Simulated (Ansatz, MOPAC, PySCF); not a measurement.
Donor–acceptor adduct: GaH3 (SMILES [GaH3]) (first 4 atoms) with PH3 (SMILES P); geometry from B3LYP-D3(BJ)/def2-TZVP, rigid monomers moved along the line of their centres of mass till Ga1···P5 is 4.63 Å.
(charge 0, multiplicity 1):
```xyz
8

Ga    -0.461     0.489     0.710
H     -1.539     1.497     1.266
H     -0.951    -0.799    -0.056
H      1.004     1.012     0.455
P      0.429    -1.598     4.743
H      1.381    -2.635     4.786
H      0.918    -0.831     5.819
H     -0.614    -2.255     5.424
```

Interaction energies are E(AB) − E(A) − E(B) at the monomers' geometry in the complex; basis-set methods are counterpoise corrected. Rows marked so take none.

Frozen-core correlation. Filled d and f shells under p-block atoms count as core. CBS: X⁻³ extrapolation of the correlation energy, Hartree–Fock from the larger set. Rows in 6-31G* carry no dispersion term and start afresh at each structure (6-31G* with six Cartesian d functions); the Pople sets are all-electron and without relativity. The state reached by AM1 isn't checked.

Codes used: Ansatz (an electronic-structure program); MOPAC for AM1 (differences of heats of formation); PySCF for 6-31G* rows, the dispersion terms. Values without a source in brackets are computed.

```csv
level,interaction energy (kcal/mol)
AM1,-1.63
PBE-D3(BJ)/def2-TZVPPD,-2.00
r2SCAN/def2-TZVPPD,-1.67
r2SCAN-D3(BJ)/def2-TZVPPD,-1.87
M06-2X/6-31G* (no counterpoise),?
"MP2/CBS(def2-SVPD, def2-TZVPPD)",-1.87
SCS-MP2/def2-SVPD,-1.88
CCSD/def2-TZVPPD,?
CCSD(T)/def2-SVPD,-1.89
```

Q: Fill in the missing entries.

A: 
- M06-2X/6-31G* (no counterpoise), interaction energy (kcal/mol): -2.17
- CCSD/def2-TZVPPD, interaction energy (kcal/mol): -1.77
